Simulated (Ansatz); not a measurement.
One change: `C/N=C\[SiH2]S` becomes `B/C=N/C`.

Ansatz, PBE0-D4/def2-TZVP geometries, multiplicity 1. Each molecule was computed in one conformer, which needn't be the lowest.

```tsv
property	`C/N=C\[SiH2]S`
HOMO energy (PBE0/def2-TZVPP) / eV	-6.86
HOMO energy (B3LYP/def2-TZVPP) / eV	-6.65
HOMO–LUMO gap (PBE0/def2-TZVPP) / eV	5.51
LUMO energy (ωB97M-V/def2-TZVPP) / eV	0.69
size of the dipole moment (PBE/def2-TZVPP) / D	0.17
HOMO–LUMO gap (ωB97M-V/def2-TZVPP) / eV	9.79
```

(1) Give the same properties after the change, and the shifts. (Estimate.)

## Answers

(1) Computed: 
| property | `B/C=N/C` | shift |
| --- | --- | --- |
| HOMO energy (PBE0/def2-TZVPP) / eV | -7.42 | -0.56 |
| HOMO energy (B3LYP/def2-TZVPP) / eV | -7.21 | -0.56 |
| HOMO–LUMO gap (PBE0/def2-TZVPP) / eV | 4.96 | -0.55 |
| LUMO energy (ωB97M-V/def2-TZVPP) / eV | -0.40 | -1.09 |
| size of the dipole moment (PBE/def2-TZVPP) / D | 1.89 | 1.72 |
| HOMO–LUMO gap (ωB97M-V/def2-TZVPP) / eV | 9.40 | -0.39 |

With PBE0 the HOMO falls by 0.56 eV and the LUMO falls by 1.11 eV, so the gap narrows by about 0.55 eV. PBE moves the HOMO by -0.45 eV and ωB97M-V by -0.69 eV. Dipoles are sizes alone; their direction can turn.

B3LYP here is the variant with VWN-RPA as its local correlation; programs differ in this.
